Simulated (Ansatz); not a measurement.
Ansatz results at the PBE0-D4/def2-TZVP geometry: HOMO–LUMO gap (PBE0/def2-TZVPP) 6.35 eV; HOMO energy (PBE0/def2-TZVPP) -7.06 eV; HOMO energy (ωB97M-V/def2-TZVPP) -9.07 eV.

(1) Which molecule gave them?
A. `F[Si]1(Cl)[CH2][AlH]1`
B. `[SiH3]BO[SiH3]`
C. `[SiH3]CSCS`
D. `F[Si]1(Cl)C[SiH2]1`

Results:

(1) D. The others give `[SiH3]BO[SiH3]`: 6.39, -7.65, -9.84; `[SiH3]CSCS`: 6.66, -6.50, -8.70; `F[Si]1(Cl)[CH2][AlH]1`: 4.32, -6.52, -8.47.
